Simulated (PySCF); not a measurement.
# One molecule, several mistakes: BFH3NSi

Calculated results; nothing here was measured. The program is PySCF 2.14.0, an open-source quantum chemistry code, run on an isolated molecule that a program drew, which may never have been made. The molecule is BFH3NSi (charge 0, singlet), drawn as the SMILES string `B=N[SiH2]F`.

Each row is a Hartree-Fock (HF) and frozen-core CCSD(T) single point in the cc-pV(D+d)Z basis, meant for a local HF minimum. Run 1 is clean. Each other run has one planted mistake out of seven kinds, and not every kind appears here: one electron removed, one electron added, multiplicity raised by two, geometry at a saddle point, minimal basis STO-3G, one bond length entered in bohr, all coordinates scaled. The reference is restricted for singlets and unrestricted otherwise, and also for a bond in bohr. Adding or removing an electron swaps singlet and doublet. Electrons count all cores. HOMO and LUMO are orbital energies over both spins, the gradient is its largest component, and the lowest frequency (negative if imaginary) is given only where the gradient is small. Bond lengths are over the 6 bonds as drawn. T1 is the CCSD diagnostic: over 0.02 (restricted) or 0.045 (unrestricted) a single reference is doubtful.

Geometry of the clean run:
```xyz
7
BFH3NSi, angstrom
B    -0.6751   -2.5702    0.2358
N    -0.6949   -1.5096   -0.4131
Si   -0.7110   -0.0811   -1.3164
F    -0.2012   -0.3864   -2.8159
H    -0.6582   -3.5669    0.8510
H    -2.0746    0.4535   -1.4328
H     0.2116    0.9117   -0.7490
```

| run | electrons | basis functions | <S^2> | HOMO (eV) | LUMO (eV) | gradient (hartree/bohr) | lowest frequency (cm^-1) | mean bond (Å) | longest bond (Å) | T1 | HF (hartree) | CCSD(T) (hartree) | mistake |
|---|---|---|---|---|---|---|---|---|---|---|---|---|---|
| 1 | 38 | 80 | 0.000 | -11.66 | 3.33 | 2.8e-05 | 128 | 1.4428 | 1.690 | 0.0152 | -469.37099 | -469.93251 | no fault |
| 2 | 38 | 80 | 2.020 | -5.60 | -0.48 | 2.0e-01 | - | 1.4428 | 1.690 | 0.0178 | -469.17776 | -469.69945 | multiplicity raised by two |
| 3 | 38 | 80 | 0.000 | -11.41 | 3.09 | 4.9e-02 | - | 1.5048 | 1.763 | 0.0170 | -469.35639 | -469.92732 | ? |
| 4 | 39 | 80 | 0.771 | 2.09 | 9.45 | 1.3e-01 | - | 1.4428 | 1.690 | 0.0261 | -469.27004 | -469.84971 | ? |

**Which mistake was planted in run 3, and what did it cost?**

The mean and the longest bond both change by the same factor, 1.043, and the gradient is no longer small. So the mistake is: all coordinates scaled. Subtracting run 1 and multiplying by 627.51 kcal/mol a hartree, the energy moved by 9.2 kcal/mol in HF and 3.3 kcal/mol in CCSD(T).

**Which mistake was planted in run 4, and what did it cost?**

It counts 39 electrons, one more than the clean run, at the same geometry and basis. So the mistake is: one electron added. Subtracting run 1 and multiplying by 627.51 kcal/mol a hartree, the energy moved by 63.3 kcal/mol in HF and 52.0 kcal/mol in CCSD(T).

Cautions from the logs. Run 4: the HOMO is above zero, so the electron isn't bound and the energy depends on the basis.
